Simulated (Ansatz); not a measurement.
Gas-phase electronic energies from Ansatz, PBE0-D4/def2-TZVP geometries. CCSD(T)/CBS adds triple-zeta CCSD(T) − MP2 to the extrapolated MP2 energy (def2 sets, frozen cores). This one scheme is used for every species. DFT in def2-TZVPP. B3LYP here is the variant with VWN-RPA as its local correlation; programs differ in this. Each species was taken in one conformer, which may not be the lowest.

Reaction (redistribution): `C[SiH](F)P` + `[SiH3]CS` → `C[SiH](F)CS` + `[SiH3]P`

`C[SiH](F)P`:

```xyz
10

C    -1.177   -0.224    0.610
Si    0.413   -0.693   -0.225
F     1.238   -1.641    0.776
P     1.760    1.023   -0.774
H    -1.782    0.401   -0.052
H    -1.756   -1.116    0.862
H    -0.986    0.336    1.528
H     0.156   -1.474   -1.464
H     0.753    1.582   -1.609
H     1.380    1.807    0.349
```

`[SiH3]CS`:

Z-matrix (Å, degrees):
```
Si
C 1 1.878
H 1 1.489 2 110.7
H 1 1.484 2 109.8 3 121.0
H 1 1.488 2 108.8 3 -119.4
S 2 1.813 1 111.4 3 177.0
H 2 1.092 1 112.3 3 52.0
H 2 1.093 1 109.3 3 -67.0
H 6 1.343 2 97.3 1 -50.2
```

`C[SiH](F)CS`:

Z-matrix (Å, degrees):
```
C
Si 1 1.850
H 1 1.092 2 110.7
H 1 1.092 2 110.8 3 -120.7
H 1 1.094 2 110.3 3 119.8
F 2 1.608 1 109.1 3 65.2
C 2 1.869 1 112.5 3 -53.0
H 2 1.488 1 111.8 3 -177.3
S 7 1.815 2 111.8 1 62.3
H 7 1.092 2 112.3 1 -172.6
H 7 1.094 2 109.1 1 -54.0
H 9 1.343 7 97.1 2 49.8
```

`[SiH3]P`:

Cartesian coordinates in Å:
```
Si 0.526 0.623 -0.069
P -1.293 -0.678 -0.354
H 0.072 1.941 0.446
H 1.164 0.818 -1.397
H 1.530 0.059 0.870
H -1.468 -0.899 1.039
H -0.532 -1.864 -0.535
```

| level | ΔE (kJ/mol) |
| --- | --- |
| PBE-D4 | -11.0 |
| PBE | -10.0 |
| r2SCAN | -12.0 |
| B3LYP | -10.1 |
| MP2/def2-TZVPP | -10.9 |
| SCS-MP2/def2-TZVPP | -10.4 |
| CCSD/def2-TZVPP | -11.8 |
| HF/def2-QZVPP | -10.7 |

What does CCSD(T)/CBS give? (Best estimate.)

Computed: -10.6 kJ/mol. The listed levels differ from it by -0.4, 0.6, -1.4, 0.5, -0.3, 0.2, -1.2, -0.1 kJ/mol.

Largest T1 diagnostic among the species: 0.013.
